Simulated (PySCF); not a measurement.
## S(2+) (sulfur, charge +2): revPBE calculation

Configuration: [Ne] 3s1 3p3, high-spin 5S determinant (an excited configuration). Computed with PySCF 2.14 in x2c-TZVPPall (5s5p3d1f, 42 functions), with the spin-free X2C one-electron Hamiltonian (Gaussian nucleus).

```json
{"Total energy": "-397.6326 hartree", "One-electron energy": "-536.0356 hartree", "Hartree (Coulomb) energy": "163.4997 hartree", "Exchange-correlation energy": "-25.0967 hartree", "⟨S²⟩": "6.0000", "⟨L²⟩": "0.000", "Sum of ⟨r⟩": "10.55 bohr", "Sum of ⟨r²⟩": "15.24 bohr²", "Langevin diamagnetic susceptibility": "-12.1 ×10⁻⁶ cm³/mol"}
```

```json
{"shell": "1s α", "electrons": "1", "mean orbital energy (eV)": "-2432.4", "rms radius, mean of both spins (bohr)": "0.112"}
{"shell": "1s β", "electrons": "1", "mean orbital energy (eV)": "-2431.7", "rms radius, mean of both spins (bohr)": "0.112"}
{"shell": "2s α", "electrons": "1", "mean orbital energy (eV)": "-238.30", "rms radius, mean of both spins (bohr)": "0.521"}
{"shell": "2s β", "electrons": "1", "mean orbital energy (eV)": "-237.48", "rms radius, mean of both spins (bohr)": "0.521"}
{"shell": "2p α", "electrons": "3", "mean orbital energy (eV)": "-183.12", "rms radius, mean of both spins (bohr)": "0.494"}
{"shell": "2p β", "electrons": "3", "mean orbital energy (eV)": "-182.09", "rms radius, mean of both spins (bohr)": "0.494"}
{"shell": "3s α", "electrons": "1", "mean orbital energy (eV)": "-41.850", "rms radius, mean of both spins (bohr)": "1.67"}
{"shell": "3p α", "electrons": "3", "mean orbital energy (eV)": "-30.197", "rms radius, mean of both spins (bohr)": "1.86"}
```

Densities and radii are taken from the X2C orbitals without a picture-change correction, which distorts them close to the nucleus.
